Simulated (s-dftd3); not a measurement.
chlorotrifluoromethane (CClF3), singlet, at a GFN2-xTB geometry; D3(zero) for b3lyp (s-dftd3 1.4.0).

s-dftd3 was given this input:
```
$ s-dftd3 mol.xyz --zero b3lyp --json dftd3.json --noedisp --grad

# file mol.xyz
5

F     -0.86134566    -0.63254016    -1.02874238
C     -0.35035604    -0.00774362     0.01889747
F     -0.84407447     1.21875581     0.05006863
F     -0.74576507    -0.64039210     1.11088556
Cl     1.42134135     0.03141469    -0.07666418
```

### Question
Predict the main parts of the log of this s-dftd3 run.

### Answer

```
-----------------------------------
 s i m p l e   D F T - D 3  v1.4.0
-----------------------------------

Zero (Chai-Head-Gordon) damping: b3lyp-D3(0)
--------------------
  s6         1.0000
  s8         1.7030
  s9         0.0000
 rs6         1.2610
 rs8         1.0000
 alp        14.0000
--------------------

Dispersion energy:      -1.2555811392297E-03 Eh

Gradient norm:           1.6190314403516E-03 Eh/a0
--------------------------------------------------
     #    Z           dE/dx      dE/dy      dE/dz
--------------------------------------------------
     1    9 F     3.522E-04  3.320E-04  5.492E-04
     2    6 C     1.861E-05  4.113E-07 -1.004E-06
     3    9 F     3.431E-04 -6.463E-04 -2.090E-05
     4    9 F     2.911E-04  3.361E-04 -5.815E-04
     5   17 Cl   -1.005E-03 -2.221E-05  5.421E-05
--------------------------------------------------

Virial:
--------------------------------------------------
      component           x          y          z
--------------------------------------------------
          x      -4.242E-03 -4.310E-05  1.052E-04
          y      -4.310E-05 -2.293E-03  2.325E-06
          z       1.052E-04  2.325E-06 -2.298E-03
--------------------------------------------------

[Info] JSON dump of results written to 'dftd3.json'
```
